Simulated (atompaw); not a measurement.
Before and after: PAW (atompaw) potential for carbon

C, PAW, made with atompaw 4.2.0.5 (LDA (PW92), scalar-relativistic). Core [He], reference 2s2 2p2. Waves: 2s (bound): rc 1.50 bohr; 2s channel at 1.05 Ry: rc 1.50 bohr; 2p (bound): rc 1.50 bohr; 2p channel at 0.55 Ry: rc 1.50 bohr; 3d channel at 0.05 Ry: rc 1.35 bohr; 3d channel at 1.7 Ry: rc 1.50 bohr. Local part: bessel scheme, radius 1.50 bohr. Core correction: smooth core density matched at 1.15 bohr. Augmentation charge: sinc compensation charge, radius 1.45 bohr; PAW radius 1.50 bohr; waves and projectors: custom rrkj gramschmidtortho.

All-electron outer shells of the reference configuration (LDA (PW92), scalar-relativistic, ld1.x):

```
shell  level (eV)  outermost node (bohr)  outermost maximum (bohr)
   1s     -270.81                      –                      0.18
   2s      -13.64                   0.38                      1.22
   2p       -5.42                      –                      1.19
```

Change: augmentation sinc compensation charge, radius 1.45 bohr; PAW radius 1.50 bohr; waves and projectors: custom polynom2 7 10 vanderbiltortho.

Cutoffs: the cutoffs (Ry, on a coarse ladder) from which the occupation-weighted sum of valence levels, in a spherical-Bessel basis at the reference potential, stays within 10 and 1 mRy of its value at 400 Ry; they do not see the model core or the augmentation charge, which bear on the density cutoff.

Question: What does the change do?

Answer: The potential gets softer (25 Ry and 35 Ry → 18 Ry and 25 Ry); neither file shows a bound ghost.

| quantity | base | changed |
| --- | --- | --- |
| cutoff, loose | 25 Ry | 18 Ry |
| cutoff, tight | 35 Ry | 25 Ry |
| loose cutoff by channel (10 mRy a level) | s 8 Ry, p 25 Ry | s 8 Ry, p 18 Ry |
| bound ghosts | none | none |
| s: phases at 1.51 bohr within 0.05 rad from the reference energy up to (Ry; the scan ends near 5) | to the end of the scan | to the end of the scan |
| p: phases at 1.51 bohr within 0.05 rad from the reference energy up to (Ry; the scan ends near 5) | to the end of the scan | to the end of the scan |
| d: phases at 1.51 bohr within 0.05 rad from the reference energy up to (Ry; the scan ends near 5) | to the end of the scan | to the end of the scan |
| lowest overlap eigenvalue by channel | s 0.58, p 0.85, d 0.96 | s 0.53, p 0.96, d 0.91 |

 The cutoffs see the waves, projectors and local potential, not the compensation charge or the core.
